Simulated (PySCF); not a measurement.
## Orbital energies and ionisation energy

C4H10GeOS2.
Z-matrix (Å and degrees, PBE0-D3(BJ)/def2-SVP geometry), rows numbered from 1:
```
C 
C   1  1.5070
O   2  1.4108  1  108.68
C   3  1.3738  2  115.33  1   177.77
C   4  1.5162  3  108.16  2  -168.15
S   5  1.8174  4  112.74  3   177.93
Ge  6  2.2332  5   94.71  4    45.99
S   4  1.8840  3  109.82  2    71.11
H   1  1.0997  2  110.50  3    60.05
H   1  1.1000  2  110.73  3   -59.83
H   1  1.0998  2  110.37  3   179.98
H   2  1.1066  1  110.91  3  -120.61
H   2  1.1084  1  111.04  3   120.57
H   4  1.1067  3  111.57  2   -46.60
H   5  1.1003  4  109.25  3   -57.25
H   5  1.1012  4  108.34  3    60.52
H   7  1.5391  6  109.24  5  -135.42
H   7  1.5401  6  114.09  5   100.85
```

Level: CAM-B3LYP/def2-SVPD (PySCF). Frontier orbitals with their largest atomic shares (Löwdin; up to four atoms above 4 %):

```tsv
orbital	ε (eV)	main atoms
HOMO−3	-9.82	S6 38 %, S8 28 %, Ge7 15 %, O3 8 %
HOMO−2	-9.30	O3 39 %, S8 21 %, C4 9 %, C2 8 %
HOMO−1	-8.34	?
HOMO	-8.32	?
LUMO	0.35	S6 30 %, S8 26 %, Ge7 18 %, H18 6 %
LUMO+1	0.53	Ge7 32 %, S6 20 %, S8 19 %, H17 8 %
LUMO+2	0.98	Ge7 33 %, S8 11 %, S6 11 %, H17 10 %
```

Task: What vertical ionisation energy does ΔSCF give, and how far is −ε(HOMO) from it?

Result: ΔSCF: 8.95 eV (864 kJ/mol; threshold wavelength 138 nm); ⟨S²⟩ of the doublet left behind is 0.755, against 0.75 for a pure doublet. −ε(HOMO) is 8.32 eV, 0.63 eV below it. In exact Kohn–Sham theory the two would be equal; CAM-B3LYP (range-separated hybrid) falls short of its own ΔSCF value by 7 %. Holes in the HOMO−1 and HOMO−2 were tried too where these lie within 1.2 eV of the HOMO; the lowest converged state counts.

Task: On which atoms does the HOMO lie?

Result: HOMO: S8 67 %, Ge7 8 %, C4 8 %, S6 6 %; HOMO−1: S6 64 %, C5 9 %, Ge7 9 %, S8 5 %. These 2 orbitals lie within 0.02 eV of one another. The HOMO−2 lies 0.98 eV lower.

Task: What kinetic energy would electrons from this vertical process carry with Lyman-α light (10.199 eV)?

Result: 10.20 − 8.95 = 1.25 eV.

Task: With α = 123.6 au, estimate the like-pair dispersion coefficient by London's formula C6 = (3/4)α²I.

Result: I = 0.3290 Eh, so C6 ≈ 3770 au, a rough estimate.

Task: What total energies stand behind the ΔSCF value?

Result: E(N) = -3106.45109 Eh and E(N − 1) = -3106.12204 Eh at the same geometry, 0.32905 Eh apart.

Task: Shift the occupied levels rigidly so that −ε(HOMO) equals the ΔSCF value. What binding energies result?

Result: The shift is +0.63 eV: HOMO 8.95, HOMO−1 8.97, HOMO−2 9.93, HOMO−3 10.45 eV. A rigid shift is only a rough guide to the deeper ionisations.

One conformer (not necessarily the lowest) at the PBE0-D3(BJ)/def2-SVP geometry, without solvent, vibrations or thermal averaging. The calculation is non-relativistic, for germanium too.

The run behind these numbers computed excited states and ΔSCF ions as well. On an Intel Xeon 6975P-C with one thread, no GPU, shared host with 192 logical CPUs at a one-minute load of 50, this took 6.5 min wall and 1.4 GiB of memory at its peak.
